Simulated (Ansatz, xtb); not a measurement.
**Relative energy of two structures of Cl2FH2Si2+**

Structure X is a singlet given by its coordinates and structure Y is `F[Si+](Cl)[SiH2]Cl`, a singlet. Both are isolated ions in the gas phase, relaxed with PBE-D3(BJ)/def2-SVP; the shapes shown needn't be the lowest conformers.

X (Å):

| atom | x (Å) | y (Å) | z (Å) |
| --- | --- | --- | --- |
| Cl | -1.4979 | -1.7539 | -0.8156 |
| Cl | -0.0926 | -1.2280 | 2.4050 |
| F | 1.3491 | -0.7899 | -0.3650 |
| Si | -0.1567 | -0.6400 | 0.1638 |
| Si | -0.5968 | 0.8928 | 1.7952 |
| H | -2.0121 | 1.1574 | 2.1805 |
| H | 0.5053 | 1.7789 | 2.2666 |

Close contacts (Å): Cl1–Si4 2.00, Cl2–Si4 2.32, Cl2–Si5 2.26, F3–Si4 1.60, Si4–Si5 2.28, Si5–H6 1.49, Si5–H7 1.49.

Y (Å):

```csv
atom,x (Å),y (Å),z (Å)
Cl,-1.1289,2.6026,0.3798
Cl,-1.0152,-0.6151,-2.0427
F,-1.2457,0.7312,2.7410
Si,-1.1690,0.7558,1.1399
Si,-1.1120,-1.3064,-0.1302
H,0.1339,-1.9560,0.3782
H,-2.4057,-1.9488,0.2522
```

Q: Which of the two would you expect CCSD(T)/def2-SVP + ΔMP2/def2-TZVPP electronic energies to favour?

A: Too close to call at this level: CCSD(T)/def2-SVP + ΔMP2/def2-TZVPP gives E(Y) − E(X) = −0.89 kJ/mol.

How the difference moves with the method:

```json
{"level": "PBE-D3(BJ)/def2-SVP", "geometry": "PBE-D3(BJ)/def2-SVP", "E(Y) − E(X) (kJ/mol)": "+1.70", "departure from the last row (kJ/mol)": "+2.59", "job, with rough time for the two": "optimisation, 2.6 min"}
{"level": "HF/def2-SVP", "geometry": "PBE-D3(BJ)/def2-SVP", "E(Y) − E(X) (kJ/mol)": "−18.09", "departure from the last row (kJ/mol)": "−17.19", "job, with rough time for the two": "part of the CCSD(T) run"}
{"level": "MP2/def2-SVP", "geometry": "PBE-D3(BJ)/def2-SVP", "E(Y) − E(X) (kJ/mol)": "−4.31", "departure from the last row (kJ/mol)": "−3.41", "job, with rough time for the two": "part of the CCSD(T) run"}
{"level": "CCSD(T)/def2-SVP", "geometry": "PBE-D3(BJ)/def2-SVP", "E(Y) − E(X) (kJ/mol)": "−6.50", "departure from the last row (kJ/mol)": "−5.61", "job, with rough time for the two": "single point"}
{"level": "CCSD(T)/def2-SVP + ΔMP2/def2-TZVPP", "geometry": "PBE-D3(BJ)/def2-SVP", "E(Y) − E(X) (kJ/mol)": "−0.89", "departure from the last row (kJ/mol)": "", "job, with rough time for the two": "single point, 75 s"}
```

The largest departure from CCSD(T)/def2-SVP + ΔMP2/def2-TZVPP is that of HF/def2-SVP, 17.19 kJ/mol. Levels run at GFN2-xTB geometries aren't shown. The last row adds to CCSD(T) the change of the MP2 difference between the two basis sets, here +5.61 kJ/mol.

With harmonic frequencies from PBE-D3(BJ)/def2-SVP (ideal gas, rigid rotor, one conformer each, 200 K, 1 atm): on the last row, ΔE + ΔZPE = −1.02 kJ/mol. A mode under 50 cm⁻¹ makes harmonic enthalpies and free energies unreliable, so none is given.

The correlated steps freeze 21 core orbitals. Run with Ansatz 0.2.0; the last row on 1 thread of Intel(R) Xeon(R) Processor @ 2.50GHz (Skylake/Cascade Lake) on a shared host.
